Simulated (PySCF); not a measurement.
C5H10OSi3.
SMILES with atom numbers: `[CH:1]#[C:2][Si@@H:3]1[CH:4]=[C:5]([CH2:6][SiH3:7])[SiH2:8][O:9]1`

Probes without a nucleus sit at each ring's centroid and 1 Å off its mean plane on both sides; NICS is minus the shielding there, NICSzz its component along the normal. Level: GIAO PBE0/pcSseg-1 (PySCF, non-relativistic, gas phase) on the GFN2-xTB geometry, one conformer.

Ring bond lengths (Å), with Mayer bond orders in brackets: Si3–C4 1.879 (0.90), C4–C5 1.341 (1.86), C5–Si8 1.895 (0.83), Si8–O9 1.632 (0.96), O9–Si3 1.653 (0.93).

Q: Give the NICS values of each ring in ppm.

A: 
| ring | type | NICS(0) | NICS(1), two faces | NICS(1)zz, two faces | rms pucker (Å) | centre to ring atoms, mean (Å) |
| --- | --- | --- | --- | --- | --- | --- |
| Si3–C4–C5–Si8–O9 | 5-membered ring with O and 2 Si; formal bonds 1 double, 4 single | -4.2 | -3.1 / -3.2 | -1.9 / -3.3 | 0.01 | 1.43 |

Q: What can be read from them?

A: 
- Si3–C4–C5–Si8–O9: mean NICS(1)zz -2.6 ppm, near zero. Si3, Si8 have four or more neighbours, so the value isn't read as a sign of a π ring current.

The run took 85 s on one thread of an Arm Neoverse N1, no GPU, on a shared host, and the process peaked at 1.1 GiB of memory. This is the whole shielding run at PBE0/pcSseg-1, SCF included.

Conformer computed: `[CH:1]#[C:2][Si@@H:3]1[CH:4]=[C:5]([CH2:6][SiH3:7])[SiH2:8][O:9]1`: C4–C5–C6–Si7 -94°.
